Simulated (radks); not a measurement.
The germanium anion Ge4-, [Kr], held by a Watson sphere: a shell of charge +4 at radius R that stands for the Madelung well of a crystal (potential energy -4/R inside, -4/r outside, in hartree with lengths in bohr). Method: scalar-relativistic Kohn-Sham, LDA (Slater exchange, VWN5 correlation), spin-polarised, spherical densities, finite nucleus; Fermi nuclear charge, rms radius of each element as measured or else 0.836 A^(1/3) + 0.57 fm; computed with a radial shooting solver on a logarithmic mesh with Libxc functionals. Response by self-consistent Sternheimer equations with the Hartree and adiabatic LDA kernel, the relativistic mass of each level held fixed and spin-orbit coupling left out. The sphere does not respond.

| R (bohr) | e(3d) (eV) | e(4s) (eV) | e(4p) (eV) | <r> 4p (bohr) | sum of <r^2> (bohr^2) | X-ray form factor at sin(theta)/lambda = 0.3 1/angstrom | alpha (bohr^3) |
|---|---|---|---|---|---|---|---|
| 2.17 | -30.095 | -16.022 | -7.710 | 2.514 | 64.98 | 21.730 | 37.62 |
| 2.22 | -29.801 | -15.795 | -7.611 | 2.540 | 66.04 | 21.731 | 39.08 |
| 3.5 | -26.867 | -11.599 | -5.249 | 3.252 | 98.01 | 21.965 | 107.0 |
| 3.62 | -26.792 | -11.348 | -5.070 | 3.321 | 101.4 | 21.982 | 117.3 |
| 4.58 | -26.490 | -9.964 | -3.927 | 3.883 | 131.7 | 22.042 | 236.7 |
| 5.09 | -26.446 | -9.567 | -3.495 | 4.186 | 150.0 | 22.048 | 331.4 |
| 5.11 | -26.445 | -9.555 | -3.480 | 4.198 | 150.7 | 22.048 | 335.6 |
